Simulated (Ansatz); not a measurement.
CH₇SSbSi (`[CH3][Sb]([SiH3])[SH]`). The species carries charge 0 and has multiplicity 1. Sb: def2 effective core potential. The geometry is a stationary point of PBE0-D4/def2-TZVP. It is one conformer, not always the lowest.

```xyz
11

C     0.587    1.619    0.569
Sb    0.366   -0.369    1.391
Si    0.381   -1.508   -0.917
S    -2.066   -0.380    1.520
H    -0.065    1.756   -0.293
H     1.627    1.767    0.272
H     0.326    2.338    1.345
H    -0.018   -2.932   -0.784
H     1.735   -1.438   -1.533
H    -0.585   -0.806   -1.808
H    -2.288   -0.047    0.237
```

**Question.** What is the dipole moment at PBE/def2-TZVPP? (Estimate.)

**Answer.** Computed: 1.81 D, with components (1.40, 0.87, -0.74) D in this frame, pointing from negative to positive charge.

**Question.** And with r2SCAN, B3LYP, ωB97M-V? (An estimate is asked.)

**Answer.** Ansatz gave: r2SCAN 1.93 D, B3LYP 1.87 D, ωB97M-V 1.92 D.

**Question.** Give the Mulliken charges with PBE, B3LYP, ωB97M-V in def2-TZVPP. (Estimate.)

**Answer.** Ansatz gave: 
| atom | PBE | B3LYP | ωB97M-V |
| --- | --- | --- | --- |
| C1 | -0.50 | -0.53 | -0.57 |
| Sb2 | 0.44 | 0.48 | 0.37 |
| Si3 | 0.03 | 0.09 | 0.01 |
| S4 | -0.35 | -0.37 | -0.34 |
| H5 | 0.12 | 0.12 | 0.14 |
| H6 | 0.13 | 0.13 | 0.15 |
| H7 | 0.14 | 0.14 | 0.16 |
| H8 | -0.03 | -0.05 | -0.01 |
| H9 | -0.05 | -0.06 | -0.02 |
| H10 | -0.04 | -0.06 | -0.01 |
| H11 | 0.12 | 0.11 | 0.12 |

B3LYP here is the variant with VWN-RPA as its local correlation; programs differ in this.
